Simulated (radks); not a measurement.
Q: The table gives one normalised radial function P(r) = r R(r) (large component) of Ru16+ in [Ar] 3d8 4p2 (r in bohr). Calculated with a radial shooting solver on a logarithmic mesh with Libxc functionals: Dirac Kohn-Sham, BLYP, spin-unpolarised, spherical densities, finite nucleus; open shells fill j = l - 1/2 first; Fermi nuclear charge, rms radius 4.4809 fm.

r	P
0.001142	0.1076
0.001463	0.1340
0.001875	0.1663
0.002403	0.2052
0.003079	0.2513
0.003946	0.3050
0.005056	0.3655
0.006479	0.4310
0.008303	0.4970
0.01064	0.5562
0.01363	0.5965
0.01733	0.6015
0.02221	0.5505
0.02846	0.4192
0.03648	0.1903
0.04674	-0.1344
0.0599	-0.5151
0.07676	-0.8586
0.09836	-1.0206
0.126	-0.8491
0.1615	-0.2765
0.207	0.5790
0.2652	1.3966
0.3399	1.8030
0.4356	1.6354
0.5582	1.0798
0.7153	0.5063
0.9166	0.1587
1.175	0.0302
1.505	0.0031
1.929	0.0001
2.472	0.0000

Which n and l does it have? It may be an empty orbital.

A: n = 3, l = 0: the number of nodes gives n - l - 1 = 2, the rise at small r points to l (this Dirac orbital starts outside the nucleus as r^gamma with gamma = sqrt((l + 1)^2 - (Z/c)^2) = 0.95; the j = 1/2 orbital of l + 1 starts with the same power, but with a smaller coefficient, and then steepens), and the extent must fit the shell. The curve is that of 3s1/2. 3s1/2: eigenvalue -969.23 eV, 2 radial nodes at r = 0.0425, 0.176 bohr, <r> = 0.392 bohr, 90 % of the charge inside 0.576 bohr.
